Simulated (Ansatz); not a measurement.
Ligand-field states of FeCl₃ at its r2SCAN-D4/def2-SVP geometry (relaxed as a sextet).

```xyz
4

Fe   -0.004    0.008    0.001
Cl    1.685    0.509    1.225
Cl    0.042    0.411   -2.104
Cl   -1.723   -0.927    0.878
```

CASSCF(5,5) on the Fe 3d shell in def2-TZVP, averaged with equal weights over 1 sextet and 12 quartets and 9 doublets, then SC-NEVPT2; Ansatz, no spin–orbit coupling. The space holds no ligand orbitals and no second d shell, so covalent complexes are described poorly.

Question: Estimate the states' energies above the lowest.

Answer: 
```
     state  CASSCF (cm⁻¹)  NEVPT2 (cm⁻¹)
  sextet 1              0              0
 quartet 1          26589          19949
 quartet 2          26935          20268
 quartet 3          27299          19716
 quartet 4          27306          19731
 quartet 5          27992          20357
 quartet 6          27993          20358
 quartet 7          30365          26924
 quartet 8          30365          26924
 quartet 9          31936          28997
quartet 10          32846          28494
quartet 11          32847          28495
quartet 12          35444          30004
 doublet 1          41633          34226
 doublet 2          41704          35567
 doublet 3          41710          35579
 doublet 4          41805          35666
 doublet 5          41821          35392
 doublet 6          41873          35453
 doublet 7          41874          35454
 doublet 8          42652          36408
 doublet 9          42652          36408
```
The lowest NEVPT2 state is a sextet. It took 27 s on 4 threads of Arm Neoverse V1 on a shared host, peak host memory 0.71 GiB.
